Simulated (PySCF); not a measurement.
# Electronic absorption of C2H8GeO

Compound: C2H8GeO.
SMILES with atom numbers: `[CH3:1][CH2:2][O:3][GeH3:4]` (hydrogens: H5, H6, H7 on C1; H8, H9 on C2; H10, H11, H12 on Ge4)

Geometry (PBE0-D3(BJ)/def2-SVP, Å), atoms numbered from 1 in this order:
```xyz
12
C2H8GeO angstrom
C     -1.742    0.666    0.587
C     -0.652    0.016   -0.234
O      0.551    0.044    0.493
Ge     2.046   -0.568   -0.259
H     -2.702    0.650    0.049
H     -1.866    0.136    1.543
H     -1.480    1.711    0.809
H     -0.940   -1.027   -0.481
H     -0.544    0.549   -1.201
H      2.305    0.211   -1.567
H      1.885   -2.072   -0.570
H      3.142   -0.317    0.782
```

Computed with PySCF 2.14.0, density-fitted response routines, TDDFT PBE0/def2-SVPD, vertical, gas phase, core orbitals frozen in the response. Relativistic effects, spin–orbit coupling among them, are left out although an element past zinc is present.

```
state  E (eV)  E (hartree)       f   main configurations (H = HOMO, L = LUMO)
   S1    6.39       0.2349  0.0001                                  H→L (98%)
   S2    7.00       0.2572   0.032                                H→L+1 (98%)
   S3    7.41       0.2722   0.047                                H-1→L (96%)
   S4    7.68       0.2823  0.0003                   H→L+2 (66%), H→L+3 (32%)
   S5    7.85       0.2887  0.0004                   H→L+3 (65%), H→L+2 (31%)
   S6    7.93       0.2913   0.020                 H-1→L+1 (74%), H→L+4 (24%)
   S7    8.25       0.3031   0.081     H→L+4 (66%), H-1→L+1 (20%), H-3→L (8%)
   S8    8.38       0.3081  0.0043                                H-2→L (92%)
   S9    8.47       0.3112   0.055                                H-3→L (83%)
  S10    8.67       0.3187  0.0036  H-1→L+2 (44%), H-1→L+3 (34%), H→L+6 (13%)
```

Triplets (Tamm–Dancoff): T1 6.05 eV, H→L (91%); T2 6.76 eV, H→L+1 (88%); T3 6.91 eV, H-1→L (89%); T4 7.53 eV, H-1→L+1 (52%), H→L+4 (22%).

The lowest singlet lies at 6.39 eV (194 nm, vacuum ultraviolet) and is dark (f under 0.0005); its leading configuration is HOMO→LUMO (98%). The strongest level in the table is S7 at 8.25 eV (150 nm, f = 0.081). Löwdin shares by element: HOMO oxygen 56%, carbon 14% or more, germanium 7%, hydrogen 7% or more (atoms not listed hold the other 16%); LUMO germanium 40%, hydrogen 22% or more, oxygen 11% (atoms not listed hold the other 26%). Orbital energies (eV): HOMO-3 -9.70, HOMO-2 -9.60, HOMO-1 -8.59, HOMO -7.71, LUMO 0.14, LUMO+1 0.40, LUMO+2 1.19. Weighted by f, the mean energy of these states is 7.95 eV. The oscillator strengths of these states sum to 0.243; summed over the whole spectrum of an exact calculation they would give the number of electrons, 60 (Thomas–Reiche–Kuhn). All these states lie below the vertical ionisation energy of 9.79 eV (ΔSCF). Singlets were solved by full linear response, triplets in the Tamm–Dancoff approximation.

One conformer stands for the species.
